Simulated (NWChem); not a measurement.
System: H$_{4}$BO$_{3}$ cation; SMILES OB(O)[OH2+]

```xyz
8

O      1.3958     0.0257     0.0350
B      0.0865     0.1730    -0.0109
O     -0.6707     1.2465    -0.0240
O     -0.5340    -1.1984    -0.0549
H      1.9373     0.8234     0.1062
H     -1.6310     1.2787     0.0181
H      0.0729    -1.9630    -0.0882
H     -1.4468    -1.4156    -0.3089
```
Atoms are numbered in this order, from 1.

Results from NWChem. The geometry was optimised at PBE0/def2-SVP. Vzz is the largest principal value of the second derivative of the potential at the nucleus (NWChem prints the opposite sign); η is the asymmetry. Non-relativistic.

For level B3LYP/def2-TZVP:

```
Item            Value
-------------  ------
Vzz O1 (a.u.)   1.246
Vzz B2 (a.u.)  -0.298
Vzz O3 (a.u.)   1.342
```

Question: How do the values read with level B3LYP/def2-SVP instead?

Answer: The vzz O1 (a.u.) comes out as 1.282 and the vzz B2 (a.u.) is -0.269. The vzz O3 (a.u.) is 1.382.
